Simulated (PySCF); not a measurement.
Species: C4H16BNOSi.
InChI=1S/C4H16BNOSi/c1-8(2,3)7-4-6-5/h4,6H2,1-3,5H3

Torsions of this conformer, `[BH3-:1][NH2+:2][CH2:3][O:4][Si:5]([CH3:6])([CH3:7])[CH3:8]`: B1–N2–C3–O4 -179°, N2–C3–O4–Si5 107°, C3–O4–Si5–C6 64°.

The closed-shell ground state was solved at several levels (PySCF, density fitting, gas phase, non-relativistic). One conformer (not necessarily the lowest) at the PBE0-D3(BJ)/def2-SVP geometry, without solvent, vibrations or thermal averaging.

```tsv
level	basis functions	total energy (Eh)	HOMO (eV)	LUMO (eV)	gap (eV)	dipole (D)
PBE0/pcSseg-1	223	-605.8974	-7.65	0.44	8.09	6.13
CAM-B3LYP/pcSseg-1	223	-606.2479	-9.13	1.27	10.40	6.10
```

Q: Estimate the row for PBE0/def2-SVPD, a basis of 295 functions; the other rows only guide the guess.

A: Total energy -605.6468 Eh, HOMO -7.64 eV, LUMO -0.05 eV, gap 7.59 eV, dipole 6.01 D.

Q: Over all these levels, which gives the widest orbital gap and which the narrowest?

A: CAM-B3LYP/pcSseg-1 (range-separated hybrid) has the widest, 10.40 eV, and PBE0/def2-SVPD (global hybrid, 25 % exact exchange) the narrowest, 7.59 eV. Functional and basis both differ between the two, so the spread mixes both effects.

Q: How far do the dipole and the HOMO energy spread over the levels?

A: The dipole runs from 6.01 to 6.13 D (mean 6.08 D) and the HOMO from -9.13 to -7.64 eV.
